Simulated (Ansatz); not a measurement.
C4H11B (SMILES CBC(C)C), singlet, geometry from GFN2-xTB; SC-NEVPT2/STO-3G, CASSCF(4,5) in Ansatz (an electronic-structure program).

Here is a job for Ansatz.
Ansatz 0.2 input:
```yaml
crystal:
  periodic: [false, false, false]
  atoms:
    - {symbol: B, position_ang: [-0.49771449, 0.85875663, 0.63582335]}
    - {symbol: H, position_ang: [-1.37088539, 0.89810398, 1.41888849]}
    - {symbol: C, position_ang: [0.52881470, 2.04287553, 0.53152980]}
    - {symbol: H, position_ang: [1.52402556, 1.69377936, 0.80775105]}
    - {symbol: H, position_ang: [0.29469337, 2.89436337, 1.16541039]}
    - {symbol: H, position_ang: [0.62265376, 2.40537563, -0.49123295]}
    - {symbol: C, position_ang: [-0.41101056, -0.40125000, -0.32173832]}
    - {symbol: C, position_ang: [-0.78152926, -1.71541994, 0.38153589]}
    - {symbol: C, position_ang: [0.91132898, -0.58227808, -1.07373377]}
    - {symbol: H, position_ang: [-1.19065550, -0.22488349, -1.07983052]}
    - {symbol: H, position_ang: [-0.81817983, -2.53923407, -0.32991950]}
    - {symbol: H, position_ang: [-0.04050666, -1.95668410, 1.14095345]}
    - {symbol: H, position_ang: [-1.75146669, -1.63510360, 0.86584116]}
    - {symbol: H, position_ang: [1.15277987, 0.30209820, -1.65766055]}
    - {symbol: H, position_ang: [0.85662351, -1.43280652, -1.75209677]}
    - {symbol: H, position_ang: [1.72386734, -0.76235682, -0.37278267]}
basis:
  gaussian:
    orbitals: STO-3G
magnetization: {spin_polarized: false}
correlation: {method: sc_nevpt2, electrons: all, active_space: {window: {electrons: 4, orbitals: 5}}}
```

### Question
What does Ansatz print? Leave out banner, timings and long lists.

### Answer

```
Functional definition: HF
501 factors; integrals over basis functions are off by at most 8.6e-5 eV
mean field evaluation 1: about -4908.0237 eV, gradient 1.6e1 eV
mean field evaluation 2: about -4908.3057 eV, gradient 1.6e1 eV
mean field evaluation 4: about -4909.4042 eV, gradient 3.5e-1 eV
mean field evaluation 8: about -4909.4038 eV, gradient 2.2e-6 eV
mean field -4909.40377221 eV, -180.4172609153 hartree, gradient 1.4e-6 eV, S^2 0.000000; 0 other end points of the search recorded, 0 dependent functions left out
reference -4909.40377221 eV, -180.4172609153 hartree; 20, 20 occupied and 16, 16 virtual orbitals, 501 factors
state -4910.31133617 eV, -180.4506132757 hartree
state -4910.31133617 eV, -180.4506132757 hartree; corrected -4916.16678519 eV, -180.6657970581 hartree
state -4910.27105707 eV, -180.4491330459 hartree
state -4910.27105707 eV, -180.4491330459 hartree; corrected -4916.13840931 eV, -180.6647542637 hartree
state -4910.31133617 eV, -180.4506132757 hartree; corrected -4916.16678519 eV, -180.6657970581 hartree
state -4910.22133693 eV, -180.4473058645 hartree
state -4910.22133693 eV, -180.4473058645 hartree; corrected -4916.17450755 eV, -180.6660808497 hartree
state -4910.22133693 eV, -180.4473058645 hartree; corrected -4916.17450755 eV, -180.6660808497 hartree
the orbitals are reached from a further start. From the first start the search ends at -4910.27105291 eV, -180.4491328931 hartree
WARN: the results are in doubt because another end's mean lies 0.090 eV lower, and its corrected mean 0.008 eV higher
Total energy: -4916.17450755 eV, -180.6660808497 hartree
In doubt: another end's mean lies 0.090 eV lower, and its corrected mean 0.008 eV higher
```
